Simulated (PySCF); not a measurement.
H2OSeTe, SMILES O[Te][SeH]. Geometry optimised at B3LYP-D3(BJ)/def2-SVP. The def2 effective core potentials stand for the cores of Te; spin–orbit coupling is left out. Other conformers were not sampled.

Level of theory: PySCF with B3LYP-D3(BJ)/def2-SVP.

Harmonic wavenumbers (cm⁻¹): 141, 238, 316, 388, 582, 684, 1001, 2372, 3787. Rotational constants (GHz): 8.661, 1.409, 1.229; symmetry number 1.

Q: Work out the zero-point energy and the ideal-gas rigid-rotor harmonic-oscillator thermochemistry at 298.15 K and 1 atm.

A: ZPE = ½ Σ hcν = ½ × 9510 cm⁻¹ = 13.60 kcal/mol. H − E(el) = 17.35 kcal/mol. Entropy in cal/(mol K): translation 42.13, rotation 27.46, vibration 7.85, total 77.44. G − E(el) = -5.74 kcal/mol. Cp = 17.09 cal/(mol K). Modes under 150 cm⁻¹ make the vibrational entropy uncertain.
